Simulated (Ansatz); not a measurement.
Al2Cu6. The state is a singlet with charge 0. Geometry r2SCAN-D4/def2-SVP.

| atom | x (Å) | y (Å) | z (Å) |
| --- | --- | --- | --- |
| Al1 | -0.3707 | 0.9735 | 1.0590 |
| Al2 | -1.4845 | -0.6428 | -1.2841 |
| Cu3 | 1.4616 | 2.1159 | 0.1032 |
| Cu4 | -0.1238 | -1.4225 | 0.7648 |
| Cu5 | -1.8794 | -2.6361 | -0.1764 |
| Cu6 | -0.4703 | 1.5501 | -1.2650 |
| Cu7 | 1.7641 | 0.1486 | 1.5354 |
| Cu8 | 1.1031 | -0.0867 | -0.7369 |

The 6-31G sets use Cartesian d functions. B3LYP takes the VWN-RPA correlation. The restricted singlet is unstable towards broken spin symmetry in Hartree–Fock (as tested in another run); at HF/STO-3G, PBE-D4/def2-SVP, PBE-D4/def2-TZVP, r2SCAN-D4/def2-TZVP and others this wasn't settled. The structure comes from a short search, and lower isomers may exist.

Problem. Estimate the orbital energies around the gap (eV) in Ansatz with HF/STO-3G, PBE-D4/def2-SVP, PBE-D4/def2-TZVP, r2SCAN-D4/def2-TZVP, B3LYP-D4/6-31G.

Solution. 
```tsv
orbital	HF/STO-3G	PBE-D4/def2-SVP	PBE-D4/def2-TZVP	r2SCAN-D4/def2-TZVP	B3LYP-D4/6-31G
HOMO−5	-7.29	-5.40	-5.80	-5.90	-5.93
HOMO−4	-6.84	-5.34	-5.72	-5.81	-5.88
HOMO−3	-6.76	-5.25	-5.56	-5.63	-5.84
HOMO−2	-6.49	-5.00	-5.26	-5.29	-5.47
HOMO−1	-5.49	-4.46	-4.73	-4.75	-5.02
HOMO	-3.62	-3.94	-4.19	-4.20	-4.42
LUMO	0.40	-3.07	-3.29	-3.13	-2.72
LUMO+1	1.08	-2.90	-3.11	-3.01	-2.56
LUMO+2	1.70	-2.22	-2.49	-2.38	-1.97
LUMO+3	1.75	-2.17	-2.38	-2.23	-1.89
LUMO+4	4.31	-2.09	-2.37	-2.16	-1.80
LUMO+5	4.72	-1.71	-2.03	-1.93	-1.56
```
